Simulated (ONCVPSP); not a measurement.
## tungsten, ONCV: configuration errors across variants

| Quantity | Value |
| --- | --- |
| Element | tungsten (W) |
| Generator | ONCVPSP 4.0.1 |
| Type | optimised norm-conserving Vanderbilt (ONCV) |
| Functional | LDA (Perdew-Zunger) |
| Relativity | scalar-relativistic |
| Frozen core | [Kr] 4d10 4f14 |
| Valence charge | 14 |
| Reference configuration | 5s2 5p6 5d4 6s2 |
| Partial waves | 5s+6s: rc 1.40 bohr, ncon 5, nbas 8, qcut 6.9 1/bohr, 2 projectors; 5p: rc 2.05 bohr, ncon 4, nbas 7, qcut 7.1 1/bohr, 2 projectors, debl 3.4 Ha; 5d: rc 1.80 bohr, ncon 4, nbas 8, qcut 5 1/bohr, 3 projectors, debl 3.1 Ha |
| Local potential | polynomial inside 1.30 bohr (lpopt 5, dvloc0 6 Ha) |
| Core correction | Teter function, fcfact 4, rcfact 1.25 |

All-electron excitation energies from the reference (eV): (1) 5s2 5p6 5d4 6s1 9.133; (2) 5s2 5p6 5d4 6s0 25.160; (3) 5s2 5p6 5d3 6s0 50.865; (4) 5s2 5p6 5d4 6s0 6p1 14.689.

1 further variants failed, have other tests or another functional or relativity, and are left out.

A true bound ghost makes a file unfit for plane-wave use even where its test errors are small: the radial tests pick states by their node count and pass the ghost by.

Errors AE − PS in meV (a dash: test not solved or not reliable):

```tsv
change	(1)	(2)	(3)	(4)	bound ghosts	GHOST(+) flags above zero
base	-2.4	-4.3	-14	-7.2	none	s, d
p: rc 2.76	-2.4	-4.5	-14	-1.7	p	s, p, d
core correction Teter function, fcfact 2.8, rcfact 1.25	-2.3	-3.9	-14	-7.0	none	s, d
core correction Teter function, fcfact 3.5, rcfact 1.7	-3.5	-10	-34	-11	none	s, d
local potential polynomial inside 1.30 bohr (lpopt 5, dvloc0 3.5 Ha)	-2.3	-4.0	-9.4	+0.3	none	s
s: nbas 9	-2.5	-4.8	-14	-7.5	none	s, d
```

Give the same row for: d: rc 1.4, qcut 6.4.

-2.3, -4.0, -9.0, -7.1; bound ghosts: d; GHOST(+) flags above zero: s, d.
